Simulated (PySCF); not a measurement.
# Excitation energy of Sr by level of theory

Sr [Kr] 5s2 (1S) → Sr [Kr] 5s1 6s1 (3S), as a difference of total energies. Calculation: PySCF 2.14, in aug-cc-pwCVTZ-X2C (10s9p7d3f, 93 functions); the spin-free X2C one-electron Hamiltonian (Gaussian nucleus). Correlated levels: valence and next inner shell: [Ar] 3d10 frozen. The calculations carry no spin-orbit coupling.

| method | excitation energy (cm⁻¹) |
| --- | --- |
| UHF | 22671 |
| MP2 (valence and next inner shell) | 28502 |
| SCS-MP2 (valence and next inner shell) | 29176 |
| CCSD (valence and next inner shell) | 28343 |
| CCSD(T) (valence and next inner shell) | 28835 |

Errors of the correlated levels include the incompleteness of this basis and the frozen core.

For comparison: 29039 cm⁻¹ (measured; NIST levels).
